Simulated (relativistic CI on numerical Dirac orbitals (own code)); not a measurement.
# Ligand-field terms of d8

Computed with a parametric ligand-field model of a d^n configuration (Racah B and C, spin-orbit zeta, crystal field), exact diagonalisation.

Field parameters in Wybourne normalisation: Oh B⁴₀ = 21Dq, B⁴₄ = √(5/14) B⁴₀. The field is a parameter set, without covalency.

Task: A d8 ion in Oh symmetry has the ground term 3A2 and bands at 1E 5936 cm⁻¹ (1685 nm), 1A1 11468 cm⁻¹ (872 nm), 3T2 32550 cm⁻¹ (307 nm), 3T1 36712 cm⁻¹ (272 nm), 1T2 38463 cm⁻¹ (260 nm), 3T1 66338 cm⁻¹ (151 nm). Which parameters reproduce them?

Result: B = 360, C = 1540, ζ = 0 cm⁻¹, Oh, 10Dq = 32550 cm⁻¹.

Task: Ground term and bands for B = 340, C = 1390, ζ = 0 cm⁻¹, Oh, 10Dq = 6250 cm⁻¹?

Result: Ground term 3A2 with 2.00 electrons in the two orbitals of the cubic e set. Spin-allowed: 3T2 6250 cm⁻¹ (1600 nm), 3T1 9335 cm⁻¹ (1071 nm), 3T1 14515 cm⁻¹ (689 nm). Lowest spin-forbidden: 1E 5393 cm⁻¹ (1854 nm), 1A1 9409 cm⁻¹ (1063 nm), 1T2 11546 cm⁻¹ (866 nm). With an A2 ground term the first spin-allowed band lies at |10Dq| itself.

Task: A d8 ion in Oh symmetry has the ground term 3A2 and bands at 3T2 6900 cm⁻¹ (1449 nm), 3T1 11599 cm⁻¹ (862 nm), 1E 12203 cm⁻¹ (819 nm), 1T2 18688 cm⁻¹ (535 nm), 1A1 20002 cm⁻¹ (500 nm), 3T1 21701 cm⁻¹ (461 nm). Which parameters reproduce them?

Result: B = 840, C = 3020, ζ = 0 cm⁻¹, Oh, 10Dq = 6900 cm⁻¹.

Task: Ground term and bands for B = 840, C = 3700, ζ = 0 cm⁻¹, Oh, 10Dq = 24300 cm⁻¹?

Result: Ground term 3A2 with 2.00 electrons in the two orbitals of the cubic e set. Spin-allowed: 3T2 24300 cm⁻¹ (412 nm), 3T1 32980 cm⁻¹ (303 nm), 3T1 52520 cm⁻¹ (190 nm). Lowest spin-forbidden: 1E 13949 cm⁻¹ (717 nm), 1A1 25195 cm⁻¹ (397 nm), 1T2 38088 cm⁻¹ (263 nm). With an A2 ground term the first spin-allowed band lies at |10Dq| itself.

Task: A d8 ion in Oh symmetry has the ground term 3A2 and bands at 1E 13070 cm⁻¹ (765 nm), 3T2 23350 cm⁻¹ (428 nm), 1A1 23875 cm⁻¹ (419 nm), 3T1 32198 cm⁻¹ (311 nm), 1T2 36241 cm⁻¹ (276 nm), 3T1 50902 cm⁻¹ (196 nm). Which parameters reproduce them?

Result: B = 870, C = 3150, ζ = 0 cm⁻¹, Oh, 10Dq = 23350 cm⁻¹.
